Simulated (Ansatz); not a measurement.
```yaml
crystal:
  periodic: [false, false, false]
  atoms:
    - {symbol: C, position_ang: [-1.654469, 0.565242, -0.467781]}
    - {symbol: Si, position_ang: [-0.065624, -0.725240, -0.648627]}
    - {symbol: C, position_ang: [1.008709, -0.723470, 0.874650]}
    - {symbol: Si, position_ang: [2.382810, 0.566525, 0.573035]}
    - {symbol: F, position_ang: [1.469613, 1.990366, 0.908233]}
    - {symbol: H, position_ang: [-2.147398, 0.127645, 0.268102]}
    - {symbol: H, position_ang: [-1.179562, 1.488714, -0.074951]}
    - {symbol: H, position_ang: [-1.957087, 0.615979, -1.451050]}
    - {symbol: H, position_ang: [-0.555604, -1.848409, -1.138726]}
    - {symbol: H, position_ang: [1.301893, -1.801760, 0.936677]}
    - {symbol: H, position_ang: [0.310258, -0.523853, 1.705042]}
    - {symbol: H, position_ang: [0.899627, -0.139785, -1.818854]}
basis:
  gaussian: {orbitals: def2-TZVPPP}
hamiltonian: {xc: {name: PBE0-DH}}
```

```sh
$ ansatz run in.yaml --threads 4 --pin off --events-out ev --progress --plain --max-ram 10444MiB
```

(1) How does Ansatz answer? (Best estimate.)

## Answers

(1) Ansatz gave: The input was rejected before any iteration.
```
Error: <dir> can't be read: No such file or directory (os error 2)
```
